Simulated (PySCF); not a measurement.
**Which is lower?**

The two ends of one reaction step of BNH2ClF, closed shell (PBE0-D4/def2-TZVP).

A:

B1  (0.287, 0.516, -0.932)
F2  (-1.294, -0.422, 1.746)
N3  (0.719, -0.357, -0.154)
H4  (-0.614, -0.396, 1.099)
Cl5  (-0.399, 1.704, -1.901)
H6  (1.346, -1.044, 0.200)
(Å)

B:

```
6
angstrom
B -0.4860 0.3452 -0.0749
F -1.5363 0.4093 0.7353
N 0.5633 -0.5215 0.1958
H 0.5627 -1.1220 1.0020
Cl -0.4650 1.3899 -1.4982
H 1.3711 -0.5968 -0.3946
```

Program: PySCF 2.14 with density fitting (its default auxiliary sets; JK sets also for MP2 and CCSD(T)). Basis: def2-TZVPP. Cores are frozen in the correlated methods. B3LYP uses VWN-RPA correlation.

**Question.** Which structure is lower at CCSD(T), and by how much? (An estimate is asked for; the value comes from the calculation.)

**Answer.** By the calculation: B, by 2.889 eV (electronic energy, against the other). By their contacts, A is a complex of BNHCl ([NH][B][Cl]) + HF and B is BNH₂ClF ([NH2][B]([F])[Cl]).

All methods give the same order:

```tsv
method	E(B) − E(A) (eV)
SPW92	-3.021
PBE-D4	-2.804
r2SCAN-D4	-3.000
PBE0-D4	-2.990
B3LYP-D4	-2.856
BHLYP-D4	-3.079
wB97M-V	-2.972
HF	-3.216
MP2	-2.845
CCSD	-2.959
CCSD(T)	-2.889
```

T1 diagnostic: at most 0.013.

Labels in which every atom is bracketed show which atoms are joined, not bond orders.

For scale, one of the runs: CCSD(T)/def2-TZVPP, 163 basis functions, launched by `OMP_NUM_THREADS=4 python run.py`. Hardware: 4 CPU threads of an Arm Neoverse V2, shared host. Wall time 2.7 min; peak host memory 1.4 GiB.
